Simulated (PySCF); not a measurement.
**Exercise with solution: refractive index and permittivity of the vapour**

silylarsine (AsH5Si), SMILES [SiH3][AsH2].

Coordinates come from a PBE0-D3(BJ)/def2-TZVP optimisation.

M06-2X/def2-TZVPD (PySCF) gives a mean static polarisability of 64.9 bohr³ and a dipole moment of 0.48 D. Take an ideal gas at 298.15 K and 1 bar, whether or not the substance is that volatile.

Problem. Work out n − 1 in the optical limit and the static ε − 1.

Solution. 
Polarisability volume α' = 64.9 × 0.148185 = 9.62 Å³. Number density N = p/kT = 2.43e-5 Å⁻³.
Dilute limit of Lorentz–Lorenz: n − 1 = 2π N α' = 0.0015.
Orientation term of Debye: μ²/(3kT) = 8.098 Å³ × μ²(D²) = 1.87 Å³.
ε − 1 = 4π N (α' + μ²/3kT) = 0.0035. Orientation of the dipole supplies 16 % of the static response; it can't follow optical fields. Vibrational polarisation and dispersion are left out.
